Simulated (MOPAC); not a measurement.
MOPAC input (PM7):

```
PM7 1SCF CHARGE=-1 GEO-OK AUX(PRECISION=9) THREADS=1
CH5BNO2

C    -1.78742300 1    0.06518500 1   -0.63289400 1
N    -0.60420200 1   -0.68790600 1   -0.30108000 1
B     0.65808000 1   -0.09905000 1    0.28696600 1
O     1.43365200 1   -0.75030000 1    1.08100700 1
O     0.89560600 1    1.26151600 1   -0.16020100 1
H    -2.25385000 1    0.61494200 1    0.20904500 1
H    -1.57166900 1    0.81761400 1   -1.40363900 1
H    -2.56746000 1   -0.57990000 1   -1.06008000 1
H    -0.82467500 1   -1.54950500 1    0.17633000 1
H     0.24714300 1    1.52660400 1   -0.81800900 1
```

From the output:

```
                                                       MOPAC v23.2.5 Linux

          FINAL HEAT OF FORMATION =       -172.92735 KCAL/MOL =    -723.52805 KJ/MOL

          COSMO AREA              =        108.29 SQUARE ANGSTROMS
          COSMO VOLUME            =         92.08 CUBIC ANGSTROMS

          IONIZATION POTENTIAL    =          3.360884 EV
          HOMO LUMO ENERGIES (EV) =         -3.361  6.603
          NO. OF FILLED LEVELS    =         15
          MOLECULAR WEIGHT        =         73.8660         POINT GROUP:  C1

          MOLECULAR DIMENSIONS (Angstroms)

            Atom       Atom       Distance
            H     8    O     4     4.54117
            H    10    H     9     3.38678
            H     6    N     2     1.63397

          SCF CALCULATIONS        =          1

   ATOM   CHEMICAL          X               Y               Z
  NUMBER   SYMBOL      (ANGSTROMS)     (ANGSTROMS)     (ANGSTROMS)

     1       C         -1.78742300  *   0.06518500  *  -0.63289400  *
     2       N         -0.60420200  *  -0.68790600  *  -0.30108000  *
     3       B          0.65808000  *  -0.09905000  *   0.28696600  *
     4       O          1.43365200  *  -0.75030000  *   1.08100700  *
     5       O          0.89560600  *   1.26151600  *  -0.16020100  *
     6       H         -2.25385000  *   0.61494200  *   0.20904500  *
     7       H         -1.57166900  *   0.81761400  *  -1.40363900  *
     8       H         -2.56746000  *  -0.57990000  *  -1.06008000  *
     9       H         -0.82467500  *  -1.54950500  *   0.17633000  *
    10       H          0.24714300  *   1.52660400  *  -0.81800900  *

                             CARTESIAN COORDINATES

   1    C       -1.787423000     0.065185000    -0.632894000
   2    N       -0.604202000    -0.687906000    -0.301080000
   3    B        0.658080000    -0.099050000     0.286966000
   4    O        1.433652000    -0.750300000     1.081007000
   5    O        0.895606000     1.261516000    -0.160201000
   6    H       -2.253850000     0.614942000     0.209045000
   7    H       -1.571669000     0.817614000    -1.403639000
   8    H       -2.567460000    -0.579900000    -1.060080000
   9    H       -0.824675000    -1.549505000     0.176330000
  10    H        0.247143000     1.526604000    -0.818009000

           Empirical Formula: C H5 N O2 B  =    10 atoms

      MOLECULAR POINT GROUP   :   C1

                  EIGENVALUES
 -29.47578 -22.47325 -20.26319 -19.37593 -11.91478 -11.22303 -10.81720 -10.08152
  -8.19493  -7.08418  -6.62954  -6.21349  -4.77801  -4.09592  -3.36088   6.60283
   7.97683   8.91224   9.26054   9.45364   9.87423  10.46288  11.27999  12.08717
  12.61563

              NET ATOMIC CHARGES AND DIPOLE CONTRIBUTIONS

  ATOM NO.   TYPE          CHARGE      No. of ELECS.   s-Pop       p-Pop
    1          C          -0.214044        4.2140     1.04331     3.17074
    2          N          -0.612250        5.6123     1.61654     3.99571
    3          B           0.275580        2.7244     0.64039     2.08403
    4          O          -0.623836        6.6238     1.85008     4.77376
    5          O          -0.631037        6.6310     1.80392     4.82712
    6          H           0.086364        0.9136     0.91364
    7          H           0.108949        0.8911     0.89105
    8          H           0.089383        0.9106     0.91062
    9          H           0.239205        0.7608     0.76080
   10          H           0.281687        0.7183     0.71831
 DIPOLE           X         Y         Z       TOTAL
 POINT-CHG.    -5.515     0.910    -2.643     6.183
 HYBRID        -0.622     0.133     0.154     0.655
 SUM           -6.137     1.043    -2.489     6.705

          ATOMIC ORBITAL ELECTRON POPULATIONS

     Atom    s        px        py        pz
    1  C   1.04331   0.98652   1.07682   1.10740
    2  N   1.61654   1.14414   1.21755   1.63402
    3  B   0.64039   0.73146   0.67371   0.67886
    4  O   1.85008   1.62460   1.66580   1.48335
    5  O   1.80392   1.63265   1.56867   1.62581
    6  H   0.91364
    7  H   0.89105
    8  H   0.91062
    9  H   0.76080
   10  H   0.71831

 **********************
 *                    *
 * JOB ENDED NORMALLY *
 *                    *
 **********************

 == MOPAC DONE ==
```

The dipole moment of an ion depends on the origin.

The geometry given is a B3LYP-D3(BJ)/def2-TZVP minimum.
